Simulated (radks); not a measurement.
All-electron atom: Dy in [Xe] 4f10 6s2. All-electron calculation, Dirac Kohn-Sham, PBE, spin-unpolarised, spherical densities, point nucleus; open shells are shared between the two j in proportion to 2j + 1; speed of light set to 116.481 atomic units (0.85 times the physical value, a model run). Program: a radial shooting solver on a logarithmic mesh with Libxc functionals. Some entries of the table are withheld. Estimate them.

orbital,occ.,eigenvalue (eV),r(max) (bohr)
1s1/2,2,-55182.10,0.01258
2s1/2,2,-9337.343,0.07322
2p1/2,2,-8870.097,0.05428
2p3/2,4,-7686.651,0.06288
3s1/2,2,-2083.452,0.2090
3p1/2,2,-1882.776,0.1964
3p3/2,4,-1635.936,0.2145
3d3/2,4,(1),0.1696
3d5/2,6,(2),0.1745
4s1/2,2,-416.8887,0.4809
4p1/2,2,-337.9824,(3)
4p3/2,4,-282.4941,(4)
4d3/2,4,-157.5726,0.5276
4d5/2,6,-148.2210,0.5397
5s1/2,2,-52.4236,1.123
5p1/2,2,-30.9728,1.225
5p3/2,4,-23.8813,1.344
6s1/2,2,-3.9104,3.339
4f5/2,4.28571,-2.4516,0.5393
4f7/2,5.71429,-1.2859,0.5467

Answer. 
(1) 3d3/2 eigenvalue (eV): -1304.408
(2) 3d5/2 eigenvalue (eV): -1254.095
(3) 4p1/2 r(max) (bohr): 0.4838
(4) 4p3/2 r(max) (bohr): 0.5222
